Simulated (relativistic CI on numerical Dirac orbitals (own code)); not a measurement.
# Ho⁷⁺: sensitivity of the levels to the model

Base calculation: Dirac-Coulomb-Breit CI, orbitals from a KLI potential per configuration, QED by a radiative potential, unscaled Slater integrals.

CI space (outside the closed core [Kr] 4d10): 4f9 5s2 5p3, 4f11 5s 5p2. The list is cut by size and lacks configurations that can hold low levels.

Variants: (1) QED terms removed; (2) non-relativistic limit. Shifts of the energy above 4f9 5s2 5p3 9H_9, in cm⁻¹, for the lowest level and the first level of each name with at least 55 % of one term (blank where a level changes its place among those of its configuration and J or its character, or is not in the variant):

```
            Level     Base   Δ(1)      Δ(2)
 4f9 5s2 5p3 9H_9      0.0    0.0       0.0
 4f9 5s2 5p3 9H_8      8.2   -3.5      -8.2
 4f9 5s2 5p3 9H_7   2218.5  -16.8   -2218.5
 4f9 5s2 5p3 9H_6   4609.0  -26.5   -4609.0
 4f9 5s2 5p3 9H_5   6937.2  -34.6   -6937.2
 4f9 5s2 5p3 9H_4   9095.5  -41.8   -9095.5
 4f9 5s2 5p3 9F_7   9137.9   -9.6    -622.7
 4f9 5s2 5p3 9H_3  10953.9  -47.3  -10953.9
 4f9 5s2 5p3 9F_6  10971.6  -14.1   -2456.3
 4f9 5s2 5p3 9H_2  12454.6  -51.9  -12454.5
 4f9 5s2 5p3 9F_5  12988.9  -23.1   -4473.6
 4f9 5s2 5p3 9H_1  13500.9  -55.0  -13500.9
 4f9 5s2 5p3 9F_4  14500.7  -29.3   -5985.4
 4f9 5s2 5p3 9F_3  15542.5  -33.2   -7027.3
 4f9 5s2 5p3 9F_2  16280.7  -36.3   -7765.4
 4f9 5s2 5p3 9F_1  16649.0  -36.9   -8133.8
 4f9 5s2 5p3 7H_2  33293.0  -35.6   -7463.8
4f9 5s2 5p3 7M_12  36672.0   -5.3   +2698.2
 4f9 5s2 5p3 7F_2  37561.1  -30.1   -4531.1
 4f9 5s2 5p3 7F_0  39877.7  -32.9   -6847.7
```

At this charge configurations can still be misplaced by up to about 7 % of their energy. Terms inside the open d or f shell come out 10 to 20 % too wide with unscaled integrals. Levels and lines within the n = 5 or 6 shells can be off by up to 10 % or somewhat more, and those that change n by about 2 %, since core polarisation is missing.

LS names give the leading component of a level, which can be under half, so a name can repeat, a term be missing and a line seem to break the LS rules.
